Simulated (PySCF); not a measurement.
C₂H₈GeOSi, SMILES [CH2]1O[Si@H](C)[GeH2]1. Atoms are numbered in the order given.

```xyz
13

C      2.6008    -0.5665    -0.4313
Si     1.1440     0.1784     0.4703
O      0.5092     1.5345    -0.3316
C     -0.8894     1.3024    -0.5859
Ge    -1.0801    -0.5811     0.1114
H      2.9664    -1.4625     0.0966
H      2.3354    -0.8508    -1.4610
H      3.4306     0.1586    -0.4769
H      1.5554     0.5016     1.8738
H     -1.1016     1.4103    -1.6637
H     -1.5085     2.0344    -0.0378
H     -1.3776    -1.6277    -0.9779
H     -2.0942    -0.7588     1.2543
```

The structure is a stationary point at r2SCAN-D4/def2-SVP. The structure was generated by enumeration; whether it is a known compound was not checked.

All values below come from PBE/def2-TZVP in PySCF.

The molecule is in vacuum.

Task: Estimate the frontier levels, gap, dipole moment and polarisability. (An estimate is asked for; the answer gives what the named calculation found.)

Result: 
The highest occupied level is -6.22 eV, the lowest empty level comes out as -0.79 eV and the orbital gap comes out as 5.43 eV. The dipole moment is 1.02 D, the quadrupole, principal values (traceless, Buckingham form, about the centre of nuclear charge) comes out as -5.60, -0.37, 5.97 D·Å and the mean static polarisability is 88.1 bohr³ (13.06 Å³). The polarisability, principal values comes out as 77.3, 81.6, 105.6 bohr³.
